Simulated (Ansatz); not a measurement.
`CC(C)[O][Cd][NH2]` and `CC(C)O[SiH3]` differ in one atom or group.

Ansatz, PBE0-D4/def2-TZVP geometries, multiplicity 1. Each molecule was computed in one conformer, which needn't be the lowest.

Elements past krypton have def2 core potentials.

```csv
property,`CC(C)[O][Cd][NH2]`
HOMO–LUMO gap (PBE0/def2-TZVPP) / eV,6.25
HOMO energy (PBE/def2-TZVPP) / eV,-5.57
zero-point energy (PBE0-D4/def2-TZVP) / kJ/mol,320.6
"ideal-gas entropy at 298 K and 1 bar (rigid rotor, harmonic PBE0-D4/def2-TZVP) / J/(mol·K)",405
HOMO energy (ωB97M-V/def2-TZVPP) / eV,-9.41
size of the dipole moment (ωB97M-V/def2-TZVPP) / D,0.72
```

Question: Give the same properties after the change, and the shifts. (Best estimate.)

Answer: The calculation gave: 
| property | `CC(C)O[SiH3]` | shift |
| --- | --- | --- |
| HOMO–LUMO gap (PBE0/def2-TZVPP) / eV | 8.43 | 2.18 |
| HOMO energy (PBE/def2-TZVPP) / eV | -6.55 | -0.98 |
| zero-point energy (PBE0-D4/def2-TZVP) / kJ/mol | 324.2 | 3.6 |
| ideal-gas entropy at 298 K and 1 bar (rigid rotor, harmonic PBE0-D4/def2-TZVP) / J/(mol·K) | 361 | -44 |
| HOMO energy (ωB97M-V/def2-TZVPP) / eV | -10.39 | -0.98 |
| size of the dipole moment (ωB97M-V/def2-TZVPP) / D | 1.24 | 0.52 |

With PBE0 the HOMO falls by 1.00 eV and the LUMO rises by 1.19 eV, so the gap widens by about 2.19 eV. PBE moves the HOMO by -0.98 eV and ωB97M-V by -0.98 eV. Dipoles are sizes alone; their direction can turn. Modes under 60 cm⁻¹, often nearly free rotors, make the harmonic entropy too high.
